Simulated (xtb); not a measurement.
Job for xtb: GFN2-xTB on CH3F2Ga (SMILES [CH3][Ga]([F])[F]), a point of a torsion scan.

```
$ xtb mol.xyz --gfn 2 --sp --chrg 0 --uhf 0
7

C     -1.00208629    -0.10002650    -0.00258270
Ga     1.01120145     0.10846754    -0.03833000
F      2.15416849    -1.01178256     0.67384681
F      1.86640243     1.43920660    -0.79162847
H     -1.37243310     0.22658361     0.96674235
H     -1.24162600    -1.14988774    -0.15344138
H     -1.42001203     0.51774097    -0.79355092
```

Output:

```
[...]
           -------------------------------------------------
          |                Calculation Setup                |
           -------------------------------------------------



           -------------------------------------------------
          |                 G F N 2 - x T B                 |
           -------------------------------------------------

        Reference                      10.1021/acs.jctc.8b01176
      * Hamiltonian:
        H0-scaling (s, p, d)           1.850000    2.230000    2.230000
        zeta-weighting                 0.500000
      * Dispersion:
        s8                             2.700000
        a1                             0.520000
        a2                             5.000000
        s9                             5.000000
      * Repulsion:
        kExp                           1.500000    1.000000
        rExp                           1.000000
      * Coulomb:
        alpha                          2.000000
        third order                    shell-resolved
        anisotropic                    true
        a3                             3.000000
        a5                             4.000000
        cn-shift                       1.200000
        cn-exp                         4.000000
        max-rad                        5.000000


          ...................................................
          :                      SETUP                      :
          :.................................................:
          :  # basis functions                  25          :
          :  # atomic orbitals                  24          :
          :  # shells                           12          :
          :  # electrons                        24          :
          :  max. iterations                   250          :
          :  Hamiltonian                  GFN2-xTB          :
          :  restarted?                      false          :
          :  GBSA solvation                  false          :
          :  PC potential                    false          :
          :  electronic temp.          300.0000000     K    :
          :  accuracy                    1.0000000          :
          :  -> integral cutoff          0.2500000E+02      :
          :  -> integral neglect         0.1000000E-07      :
          :  -> SCF convergence          0.1000000E-05 Eh   :
          :  -> wf. convergence          0.1000000E-03 e    :
          :  Broyden damping             0.4000000          :
          :  net charge                          0          :
          :  unpaired electrons                  0          :
          ...................................................

 iter      E             dE          RMSdq      gap      omega  full diag
   1    -14.4843389 -0.144843E+02  0.138E+01    4.78       0.0  T
   2    -14.5016255 -0.172866E-01  0.832E+00    4.44       1.0  T
   3    -14.4785469  0.230786E-01  0.499E+00    4.46       1.0  T
   4    -14.5122876 -0.337407E-01  0.793E-01    4.39       1.0  T
   5    -14.5128980 -0.610437E-03  0.794E-01    4.41       1.0  T
   6    -14.5131575 -0.259464E-03  0.113E-01    4.41       1.0  T
   7    -14.5131759 -0.183831E-04  0.261E-02    4.42       1.4  T
   8    -14.5131770 -0.115779E-05  0.918E-03    4.42       4.1  T
   9    -14.5131771 -0.561687E-07  0.386E-03    4.42       9.8  T
  10    -14.5131771 -0.140374E-07  0.890E-04    4.42      42.4  T
  11    -14.5131771 -0.800533E-09  0.122E-04    4.42     311.0  T

   *** convergence criteria satisfied after 11 iterations ***

         #    Occupation            Energy/Eh            Energy/eV
      -------------------------------------------------------------
         1        2.0000           -0.8002259             -21.7753
       ...           ...                  ...                  ...
         6        2.0000           -0.5324711             -14.4893
         7        2.0000           -0.4998194             -13.6008
         8        2.0000           -0.4947233             -13.4621
         9        2.0000           -0.4944300             -13.4541
        10        2.0000           -0.4916301             -13.3779
        11        2.0000           -0.4819560             -13.1147
        12        2.0000           -0.4689534             -12.7609 (HOMO)
        13                         -0.3065604              -8.3419 (LUMO)
        14                         -0.1419701              -3.8632
        15                         -0.0048398              -0.1317
        16                          0.0038960               0.1060
        17                          0.0239264               0.6511
       ...                                ...                  ...
        24                          1.0458520              28.4591
      -------------------------------------------------------------
                  HL-Gap            0.1623930 Eh            4.4189 eV
             Fermi-level           -0.3877569 Eh          -10.5514 eV

 SCC (total)                   0 d,  0 h,  0 min,  0.005 sec
 SCC setup                      ...        0 min,  0.000 sec (  1.959%)
 Dispersion                     ...        0 min,  0.000 sec (  0.831%)
 classical contributions        ...        0 min,  0.000 sec (  0.344%)
 integral evaluation            ...        0 min,  0.001 sec ( 16.814%)
 iterations                     ...        0 min,  0.002 sec ( 50.074%)
 molecular gradient             ...        0 min,  0.001 sec ( 27.158%)
 printout                       ...        0 min,  0.000 sec (  2.521%)

         :::::::::::::::::::::::::::::::::::::::::::::::::::::
         ::                     SUMMARY                     ::
         :::::::::::::::::::::::::::::::::::::::::::::::::::::
         :: total energy             -14.450177922952 Eh    ::
         :: gradient norm              0.000088007394 Eh/a0 ::
         :: HOMO-LUMO gap              4.418938056449 eV    ::
         ::.................................................::
         :: SCC energy               -14.513175995555 Eh    ::
         :: -> isotropic ES            0.052788923314 Eh    ::
         :: -> anisotropic ES         -0.001011001836 Eh    ::
         :: -> anisotropic XC          0.001625867083 Eh    ::
         :: -> dispersion             -0.002402961332 Eh    ::
         :: repulsion energy           0.062998072603 Eh    ::
         :: add. restraining           0.000000000000 Eh    ::
         :: total charge              -0.000000000000 e     ::
         :::::::::::::::::::::::::::::::::::::::::::::::::::::

           -------------------------------------------------
          |                Property Printout                |
           -------------------------------------------------

    * Orbital Energies and Occupations

         #    Occupation            Energy/Eh            Energy/eV
      -------------------------------------------------------------
         1        2.0000           -0.8002259             -21.7753
         2        2.0000           -0.7999598             -21.7680
         3        2.0000           -0.6443633             -17.5340
         4        2.0000           -0.5704043             -15.5215
         5        2.0000           -0.5330971             -14.5063
         6        2.0000           -0.5324711             -14.4893
         7        2.0000           -0.4998194             -13.6008
         8        2.0000           -0.4947233             -13.4621
         9        2.0000           -0.4944300             -13.4541
        10        2.0000           -0.4916301             -13.3779
        11        2.0000           -0.4819560             -13.1147
        12        2.0000           -0.4689534             -12.7609 (HOMO)
        13                         -0.3065604              -8.3419 (LUMO)
Note: The following floating-point exceptions are signalling: IEEE_DENORMAL
normal termination of xtb
        14                         -0.1419701              -3.8632
        15                         -0.0048398              -0.1317
        16                          0.0038960               0.1060
        17                          0.0239264               0.6511
        18                          0.0386840               1.0526
        19                          0.1160397               3.1576
        20                          0.1758638               4.7855
        21                          0.2060492               5.6069
        22                          0.3327868               9.0556
        23                          0.8294432              22.5703
        24                          1.0458520              28.4591
      -------------------------------------------------------------
                  HL-Gap            0.1623930 Eh            4.4189 eV
             Fermi-level           -0.3877569 Eh          -10.5514 eV

     #   Z          covCN         q      C6AA      α(0)
     1   6 C        3.630    -0.120    23.257     6.944
     2  31 Ga       2.242     0.267   211.967    32.650
     3   9 F        0.693    -0.245    11.719     4.042
     4   9 F        0.693    -0.245    11.721     4.042
     5   1 H        0.925     0.112     1.684     2.029
     6   1 H        0.925     0.114     1.659     2.014
     7   1 H        0.925     0.116     1.644     2.005

 Mol. C6AA /au·bohr⁶  :        857.969353
 Mol. C8AA /au·bohr⁸  :      47219.296228
 Mol. α(0) /au        :         53.726498


Wiberg/Mayer (AO) data.
largest (>0.10) Wiberg bond orders for each atom

 ---------------------------------------------------------------------------
     #   Z sym  total        # sym  WBO       # sym  WBO       # sym  WBO
 ---------------------------------------------------------------------------
     1   6 C    3.986 --     7 H    0.937     6 H    0.937     5 H    0.936
                             2 Ga   0.915     4 F    0.131     3 F    0.131
     2  31 Ga   3.318 --     3 F    1.129     4 F    1.129     1 C    0.915
     3   9 F    1.308 --     2 Ga   1.129     1 C    0.131
     4   9 F    1.308 --     2 Ga   1.129     1 C    0.131
     5   1 H    0.988 --     1 C    0.936
     6   1 H    0.987 --     1 C    0.937
     7   1 H    0.987 --     1 C    0.937
 ---------------------------------------------------------------------------

Topologies differ in total number of bonds
Writing topology from bond orders to xtbtopo.mol

molecular dipole:
                 x           y           z       tot (Debye)
 q only:       -1.989      -0.208       0.032
   full:       -2.107      -0.220       0.040       5.384
molecular quadrupole (traceless):
                xx          xy          yy          xz          yz          zz
 q only:       -3.172      -0.341       0.292       0.004       2.363       2.880
  q+dip:       -3.817      -0.413       0.389      -0.050       2.768       3.428
   full:       -5.483      -0.515       0.121      -0.172       4.784       5.362


           -------------------------------------------------
          | TOTAL ENERGY              -14.450177922952 Eh   |
          | GRADIENT NORM               0.000088007394 Eh/α |
          | HOMO-LUMO GAP               4.418938056449 eV   |
           -------------------------------------------------

------------------------------------------------------------------------
------------------------------------------------------------------------
 total:
 SCF:
```

The run finished.

Cost: around 0.03 core-seconds (rough).
